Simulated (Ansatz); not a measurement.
One change: `[NH]=[Nb]([Cl])([Cl])[Cl]` becomes `[NH]=[Nb]([NH2])([Cl])[Cl]`.

Ansatz, PBE0-D4/def2-TZVP geometries, multiplicity 1. Each molecule was computed in one conformer, which needn't be the lowest.

Elements past krypton have def2 core potentials.

| property | `[NH]=[Nb]([Cl])([Cl])[Cl]` |
| --- | --- |
| LUMO energy (PBE0/def2-TZVPP) / eV | -2.79 |
| size of the dipole moment (B3LYP/def2-TZVPP) / D | 1.50 |
| HOMO energy (PBE0/def2-TZVPP) / eV | -8.80 |
| LUMO energy (PBE/def2-TZVPP) / eV | -3.52 |
| ideal-gas entropy at 298 K and 1 bar (rigid rotor, harmonic PBE0-D4/def2-TZVP) / J/(mol·K) | 363 |
| size of the dipole moment (PBE/def2-TZVPP) / D | 1.46 |

Problem. What does the change do to each property? (Estimate.)

Solution. The calculation gave: 
```csv
property,`[NH]=[Nb]([NH2])([Cl])[Cl]`,shift
LUMO energy (PBE0/def2-TZVPP) / eV,-1.96,0.83
size of the dipole moment (B3LYP/def2-TZVPP) / D,3.03,1.53
HOMO energy (PBE0/def2-TZVPP) / eV,-8.28,0.52
LUMO energy (PBE/def2-TZVPP) / eV,-2.74,0.78
"ideal-gas entropy at 298 K and 1 bar (rigid rotor, harmonic PBE0-D4/def2-TZVP) / J/(mol·K)",370,7
size of the dipole moment (PBE/def2-TZVPP) / D,3.03,1.57
```

With PBE0 the HOMO rises by 0.52 eV and the LUMO rises by 0.83 eV, so the gap widens by about 0.31 eV. PBE moves the HOMO by 0.50 eV and ωB97M-V by 0.52 eV. The zero-point energy changes by 63.9 kJ/mol with +6 modes. Dipoles are sizes alone; their direction can turn.

B3LYP here is the variant with VWN-RPA as its local correlation; programs differ in this.
